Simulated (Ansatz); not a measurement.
Basis-set series for Cl3HSTi, SMILES `[SH][Ti]([Cl])([Cl])[Cl]`. The species carries charge 0 and has multiplicity 1. The structure was optimised at the PBE0-D4/def2-TZVP level. It is one conformer, not always the lowest.

| functional | basis | functions | energy (Eh) | HOMO (eV) | LUMO (eV) |
| --- | --- | --- | --- | --- | --- |
| PBE0-D4 | def2-SVP | 108 | -2627.64901 | -8.27 | -3.68 |
| PBE0-D4 | def2-TZVPP | 246 | -2628.37929 | -8.32 | -3.62 |
| ωB97M-V | def2-SVP | 108 | -2628.28658 | -10.32 | -1.46 |
| ωB97M-V | def2-TZVPP | 246 | -2629.00944 | -10.43 | -1.46 |

Problem. Give the rows for def2-QZVPP. (Best estimate.)

Solution. Ansatz gave: 
```tsv
functional	basis	functions	energy (Eh)	HOMO (eV)	LUMO (eV)
PBE0-D4	def2-QZVPP	403	-2628.44812	-8.34	-3.64
ωB97M-V	def2-QZVPP	403	-2629.07445	-10.46	-1.49
```

Scalar relativity is left out up to krypton.
